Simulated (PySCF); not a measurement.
Molecule: CH$_{3}$F$_{3}$Si, net charge 0, singlet state. SMILES: C[Si](F)(F)F
Geometry from a B3LYP-D3(BJ)/def2-TZVP (Ansatz) optimisation:
```
Si
F 1 1.5847
F 1 1.5847 2 107.11
F 1 1.5847 2 107.11 3 114.64
C 1 1.8327 2 111.74 3 -122.68
H 5 1.0910 1 110.56 2 -60.00
H 5 1.0910 6 108.36 1 -121.31
H 5 1.0910 6 108.36 7 -117.39
```
Charge 0, spin multiplicity 1.

Dispersion corrections to the total energy (kcal/mol) from the dftd3 and dftd4 libraries through PySCF: D3(BJ) without and D4 with the three-body term, each with the damping fitted for the functional named.

```csv
functional,D3(BJ),D4
B3LYP,-5.29,-5.33
TPSSh,-3.43,-4.02
B2GP-PLYP,[?],-1.35
PBE,-2.98,-3.29
BP86,-4.78,-4.32
BHLYP,-4.21,[?]
CAM-B3LYP,-2.30,[?]
```

**Question.** Complete the blanks.

**Answer.** 
- B2GP-PLYP, D3(BJ): -2.08
- BHLYP, D4: -3.90
- CAM-B3LYP, D4: -2.74
